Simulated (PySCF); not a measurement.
Compound: C7H10NP.
Numbering: `[CH3:1][N:2]([CH3:3])[c:4]1[cH:5][cH:6][p:7][cH:8][cH:9]1`

NICS = −σ at a ghost point: NICS(0) at the centroid of the ring atoms, NICS(1) 1 Å to either side along the normal of their mean plane, zz for the tensor component along that normal. Level: GIAO PBE0/pcSseg-1 (PySCF, non-relativistic, gas phase) on the GFN2-xTB geometry, one conformer.

Ring bond lengths (Å), with Mayer bond orders in brackets: C4–C5 1.404 (1.31), C5–C6 1.373 (1.53), C6–P7 1.735 (1.28), P7–C8 1.735 (1.28), C8–C9 1.373 (1.53), C9–C4 1.404 (1.31).

Q: What do the NICS probes read (ppm)?

A: 
```
             ring                                               type  NICS(0)  NICS(1), two faces  NICS(1)zz, two faces  rms pucker (Å)  centre to ring atoms, mean (Å)
C4–C5–C6–P7–C8–C9  6-membered ring with P; formal bonds all aromatic     -7.3         -9.6 / -9.7         -23.6 / -23.6            0.00                            1.49
```

Q: What do they say, and how far can they be read as aromaticity?

A: 
- C4–C5–C6–P7–C8–C9: mean NICS(1)zz -23.6 ppm, shielded.

Q: And the bond-length index? HOMA = 1 − mean of α(R − Ropt)² over the ring bonds, with Krygowski's 1993 parameters (CC: Ropt 1.388 Å, α 257.7 Å⁻²; CP: Ropt 1.698 Å, α 118.91 Å⁻²).

A: 
- C4–C5–C6–P7–C8–C9: HOMA 0.91; the largest term is that of C6–P7, α(R − Ropt)² = 0.16.

Q: How shielded are the nuclei of the rings and their hydrogens (means over atoms taken as equivalent)?

A: 
```csv
atoms,environment,σ isotropic (ppm)
C4,aromatic carbon bearing nitrogen,34.9
C5 (×2),aromatic CH carbon,65.1
C6 (×2),aromatic CH carbon,21.4
P7,phosphorus bonded to 2 C,171.3
H on C5 (×2),aromatic hydrogen,24.43
H on C6 (×2),aromatic hydrogen,22.69
```

The values belong to the conformer `[CH3:1][N:2]([CH3:3])[c:4]1[cH:5][cH:6][p:7][cH:8][cH:9]1`: C1–N2–C4–C5 -169°.
